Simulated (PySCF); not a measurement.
## [C$_{7}$H$_{7}$BrF]+, charge +1

Geometry:
```json
{"atom": "F1", "x (Å)": "-1.800", "y (Å)": "-1.321", "z (Å)": "1.348"}
{"atom": "C2", "x (Å)": "-0.963", "y (Å)": "-0.863", "z (Å)": "0.425"}
{"atom": "C3", "x (Å)": "0.352", "y (Å)": "-1.480", "z (Å)": "0.368"}
{"atom": "C4", "x (Å)": "1.421", "y (Å)": "-0.833", "z (Å)": "-0.089"}
{"atom": "C5", "x (Å)": "1.425", "y (Å)": "0.641", "z (Å)": "-0.357"}
{"atom": "C6", "x (Å)": "0.289", "y (Å)": "1.359", "z (Å)": "0.245"}
{"atom": "Br7", "x (Å)": "0.603", "y (Å)": "2.994", "z (Å)": "1.069"}
{"atom": "C8", "x (Å)": "-0.984", "y (Å)": "0.788", "z (Å)": "0.314"}
{"atom": "C9", "x (Å)": "-1.535", "y (Å)": "-0.169", "z (Å)": "-0.735"}
{"atom": "H10", "x (Å)": "0.401", "y (Å)": "-2.504", "z (Å)": "0.710"}
{"atom": "H11", "x (Å)": "2.362", "y (Å)": "-1.340", "z (Å)": "-0.236"}
{"atom": "H12", "x (Å)": "2.378", "y (Å)": "1.083", "z (Å)": "-0.053"}
{"atom": "H13", "x (Å)": "1.385", "y (Å)": "0.769", "z (Å)": "-1.451"}
{"atom": "H14", "x (Å)": "-1.728", "y (Å)": "1.280", "z (Å)": "0.929"}
{"atom": "H15", "x (Å)": "-2.613", "y (Å)": "-0.161", "z (Å)": "-0.827"}
{"atom": "H16", "x (Å)": "-1.002", "y (Å)": "-0.233", "z (Å)": "-1.673"}
```

Total charge +1.

Method used: PySCF, quadratic response LC-wPBE/def2-SVPD first hyperpolarisability, Taylor convention, gas phase. Geometry: GFN2-xTB.

The bonding changed while the geometry was optimised; results refer to the coordinates, not to the name. The calculation is non-relativistic, which matters for the atoms heavier than Zn.

(1) Give β for the processes computed.

(2) Which lowest excitations and polarisabilities go with it?

Results:

(1) In au, Taylor convention; the vector part is βᵢ = ⅓ Σⱼ (βᵢⱼⱼ + βⱼᵢⱼ + βⱼⱼᵢ):
```
                   process  λ (nm)  β vector norm  β HRS  depolarisation ratio
           static β(0;0,0)       ∞          163.2  117.2                  2.10
second harmonic β(−2ω;ω,ω)    1907          182.3  128.0                  2.13
         Pockels β(−ω;ω,0)    1907          168.7      –                     –
second harmonic β(−2ω;ω,ω)    1340          212.8  142.8                  2.20
         Pockels β(−ω;ω,0)    1340          175.2      –                     –
```

(2) S1 3.61 eV (f = 0.078); S2 4.53 eV (f = 0.035); S3 5.18 eV (f = 0.214); isotropic α 95.4 au static, 95.9 au at 1907 nm, 96.4 au at 1340 nm, 97.4 au at 953.5 nm, 99.7 au at 670 nm.
